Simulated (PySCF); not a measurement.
Atomic charges by several schemes

C8H11N3.
SMILES with atom numbers: `[CH3:1][CH2:2][C@H:3]([CH3:4])[n:5]1[n:6][cH:7][cH:8][c:9]1[C:10]#[N:11]` (hydrogens: H12, H13, H14 on C1; H15, H16 on C2; H17 on C3; H18, H19, H20 on C4; H21 on C7; H22 on C8)

Geometry (GFN2-xTB, Å), atoms numbered from 1 in this order:
```xyz
22
C8H11N3 angstrom
C     -1.662    0.722   -1.537
C     -1.760    0.382   -0.055
C     -0.660   -0.590    0.387
C     -0.837   -1.016    1.843
N      0.631    0.042    0.231
N      0.933    1.151    0.873
C      2.167    1.473    0.521
C      2.690    0.544   -0.378
C      1.662   -0.378   -0.548
C      1.604   -1.531   -1.337
N      1.555   -2.476   -1.986
H     -0.721    1.220   -1.761
H     -1.725   -0.180   -2.143
H     -2.472    1.387   -1.826
H     -2.728   -0.077    0.153
H     -1.673    1.291    0.542
H     -0.663   -1.472   -0.265
H     -0.059   -1.719    2.133
H     -0.777   -0.143    2.488
H     -1.804   -1.492    1.978
H      2.632    2.351    0.921
H      3.655    0.531   -0.839
```

Density: PBE0/pcSseg-1 (PySCF); schemes: Mulliken, IAO, Hirshfeld and ESP-fitted. One conformer (not necessarily the lowest) at the GFN2-xTB geometry, without solvent, vibrations or thermal averaging.

**Question.** Tabulate the Mulliken, IAO, Hirshfeld and ESP-fitted charges.

**Answer.** In e:

| atom | environment | Mulliken | IAO | Hirshfeld | ESP-fitted |
| --- | --- | --- | --- | --- | --- |
| C1 | methyl carbon | -0.266 | -0.422 | -0.121 | -0.379 |
| C2 | chain CH2 carbon | -0.211 | -0.256 | -0.069 | +0.229 |
| C3 | sp3 carbon bound to nitrogen | -0.111 | -0.003 | +0.035 | -0.142 |
| C4 | methyl carbon | -0.174 | -0.424 | -0.120 | -0.443 |
| N5 | pyrrole-type nitrogen | -0.512 | +0.063 | +0.067 | +0.580 |
| N6 | pyridine-type nitrogen | -0.194 | -0.231 | -0.106 | -0.430 |
| C7 | aromatic CH next to a ring nitrogen | +0.165 | -0.073 | -0.021 | +0.010 |
| C8 | aromatic CH carbon | -0.278 | -0.216 | -0.077 | -0.300 |
| C9 | substituted aromatic carbon | +0.397 | -0.009 | +0.034 | -0.251 |
| C10 | nitrile carbon | +0.096 | +0.129 | +0.076 | +0.446 |
| N11 | nitrile nitrogen | -0.236 | -0.230 | -0.209 | -0.466 |
| H12 | methyl hydrogen | +0.126 | +0.142 | +0.032 | +0.092 |
| H13 | methyl hydrogen | +0.114 | +0.139 | +0.040 | +0.077 |
| H14 | methyl hydrogen | +0.122 | +0.148 | +0.045 | +0.100 |
| H15 | methylene hydrogen | +0.123 | +0.138 | +0.045 | +0.008 |
| H16 | methylene hydrogen | +0.137 | +0.150 | +0.037 | -0.026 |
| H17 | methine hydrogen | +0.143 | +0.151 | +0.047 | +0.117 |
| H18 | methyl hydrogen | +0.123 | +0.149 | +0.043 | +0.127 |
| H19 | methyl hydrogen | +0.131 | +0.158 | +0.042 | +0.120 |
| H20 | methyl hydrogen | +0.118 | +0.148 | +0.049 | +0.146 |
| H21 | aromatic hydrogen | +0.096 | +0.173 | +0.065 | +0.164 |
| H22 | aromatic hydrogen | +0.091 | +0.178 | +0.065 | +0.222 |

Mean size of the charges over all atoms: ESP-fitted 0.222 e, Mulliken 0.180 e, IAO 0.170 e, Hirshfeld 0.066 e. Each set sums to the total charge, 0, to within 0.001 e. The Mulliken scheme gives each basis function's population to the atom it is centred on and halves the overlap population of two atoms between them. The ESP scheme fits charges at the nuclei, held to the total charge, to the electrostatic potential on points at 1.4 to 2.0 times the van der Waals radii.

Lowest charge. The schemes don't all agree: Mulliken N5 (-0.512); IAO C4 (-0.424); Hirshfeld N11 (-0.209); ESP-fitted N11 (-0.466).

Highest charge. The schemes don't all agree: Mulliken C9 (+0.397); IAO H22 (+0.178); Hirshfeld C10 (+0.076); ESP-fitted N5 (+0.580).

**Question.** How closely do the schemes follow one another over all atoms?

**Answer.** Correlation coefficient and root-mean-square difference: IAO with Hirshfeld 0.90, 0.132 e; Hirshfeld with ESP-fitted 0.78, 0.220 e; IAO with ESP-fitted 0.70, 0.197 e; Mulliken with IAO 0.63, 0.175 e; Mulliken with Hirshfeld 0.56, 0.176 e; Mulliken with ESP-fitted 0.16, 0.317 e.

**Question.** How many electrons does the IAO scheme count on C4?

**Answer.** Z − q = 6 − (-0.424) = 6.424.

**Question.** Sum the charges by element.

**Answer.** 
| element | atoms | Mulliken | IAO | Hirshfeld | ESP-fitted |
| --- | --- | --- | --- | --- | --- |
| C | 8 | -0.382 | -1.274 | -0.264 | -0.830 |
| N | 3 | -0.943 | -0.398 | -0.247 | -0.317 |
| H | 11 | +1.325 | +1.672 | +0.511 | +1.146 |

These values come from a run that also computed NMR shieldings. Rough CPU time on one thread of a shared machine: about 1.9 min.
